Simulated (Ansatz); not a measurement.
A series at Al: from `C[O][Al]([O]C)[O]C`, ligands are replaced one by one, each step taking up H₂ and setting free CH₃OH; n counts the steps. Ansatz, PBE0-D4/def2-TZVP geometries. Each molecule was computed in one conformer, which needn't be the lowest.

```
n              molecule  HOMO energy, ωB97M-V/def2-TZVPP (eV)
0  `C[O][Al]([O]C)[O]C`                                -10.31
1       `C[O][AlH][O]C`                                -10.38
2          `C[O][AlH2]`                                     ?
3              `[AlH3]`                                -10.81
```

**Question.** By hand: fit a straight line y = ȳ + b (n − n̄) to the 3 given rows and predict n = 2.

**Answer.** n̄ = 1.333, ȳ = -10.500; Σ(n − n̄)(y − ȳ) = -0.810, Σ(n − n̄)² = 4.667, so b = -0.174 eV a step. Prediction: -10.500 + (-0.174) × (0.667) = -10.62 eV.

**Question.** By hand: compare with the computed value, -10.38 eV, and give the steps along the whole series.

**Answer.** The line misses by 0.24 eV (computed minus predicted). Steps: -0.07, 0.00, -0.43 eV.

One step carries most of the change, so a line is a poor guide. The highest orbital can change its character along such a series. The miss is 48.0 % of the series' range.
